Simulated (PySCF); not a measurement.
Sb(Br)(TeH)2 (BrH₂SbTe₂), SMILES [Br][Sb]([TeH])[TeH].

Geometry optimised at PBE0-D3(BJ)/def2-SVP. The def2 effective core potentials stand for the cores of Sb, Te; spin–orbit coupling is left out.

The numbers are results of PySCF 2.14.0 with TDA-ωB97X/def2-SVPD, not measurements.

Vertical excitations. Gas-phase values at a fixed geometry.

Computed UV-visible absorptions:
```json
[
 {"state": "S1", "energy (eV)": "3.44", "λ (nm)": "360", "f": "0.005", "main pairs": "HOMO→LUMO 66 %, HOMO→LUMO+1 11 %, HOMO→LUMO+2 10 %"},
 {"state": "S2", "energy (eV)": "3.61", "λ (nm)": "343", "f": "0.003", "main pairs": "HOMO−1→LUMO+1 64 %, HOMO−1→LUMO 11 %"},
 {"state": "S3", "energy (eV)": "4.17", "λ (nm)": "297", "f": "0.014", "main pairs": "HOMO→LUMO+2 30 %, HOMO−2→LUMO 27 %, HOMO→LUMO 21 %, HOMO→LUMO+1 12 %"},
 {"state": "S4", "energy (eV)": "4.30", "λ (nm)": "288", "f": "0.013", "main pairs": "HOMO→LUMO+1 41 %, HOMO−1→LUMO 27 %, HOMO→LUMO+2 20 %"},
 {"state": "S5", "energy (eV)": "4.50", "λ (nm)": "276", "f": "0.016", "main pairs": "HOMO−1→LUMO 46 %, HOMO−1→LUMO+1 22 %, HOMO→LUMO+1 9 %"},
 {"state": "S6", "energy (eV)": "4.65", "λ (nm)": "267", "f": "0.020", "main pairs": "HOMO−2→LUMO+2 28 %, HOMO−2→LUMO 26 %, HOMO−2→LUMO+1 13 %, HOMO→LUMO+2 13 %"},
 {"state": "S7", "energy (eV)": "4.70", "λ (nm)": "264", "f": "0.021", "main pairs": "HOMO−1→LUMO+2 50 %, HOMO−1→LUMO+3 12 %, HOMO−2→LUMO+2 10 %"},
 {"state": "S8", "energy (eV)": "4.86", "λ (nm)": "255", "f": "0.021", "main pairs": "HOMO→LUMO+3 42 %, HOMO−3→LUMO 16 %, HOMO→LUMO+2 7 %"},
 {"state": "S9", "energy (eV)": "4.88", "λ (nm)": "254", "f": "0.098", "main pairs": "HOMO−2→LUMO+1 54 %, HOMO−1→LUMO+3 14 %"},
 {"state": "S10", "energy (eV)": "5.01", "λ (nm)": "248", "f": "0.017", "main pairs": "HOMO−3→LUMO 46 %, HOMO−3→LUMO+2 12 %, HOMO→LUMO+3 9 %, HOMO−2→LUMO+2 9 %"},
 {"state": "T1", "energy (eV)": "2.99", "λ (nm)": "415", "f": "0", "main pairs": "HOMO→LUMO 64 %, HOMO→LUMO+1 14 %, HOMO→LUMO+2 10 %"},
 {"state": "T2", "energy (eV)": "3.20", "λ (nm)": "388", "f": "0", "main pairs": "HOMO−1→LUMO+1 64 %, HOMO−1→LUMO 12 %"},
 {"state": "T3", "energy (eV)": "3.57", "λ (nm)": "348", "f": "0", "main pairs": "HOMO→LUMO+1 30 %, HOMO−2→LUMO+1 18 %, HOMO→LUMO 15 %, HOMO−2→LUMO 9 %"},
 {"state": "T4", "energy (eV)": "3.64", "λ (nm)": "341", "f": "0", "main pairs": "HOMO−2→LUMO 35 %, HOMO→LUMO+2 20 %, HOMO−2→LUMO+1 17 %, HOMO→LUMO+1 9 %"}
]
```
Triplets are in the Tamm–Dancoff approximation.
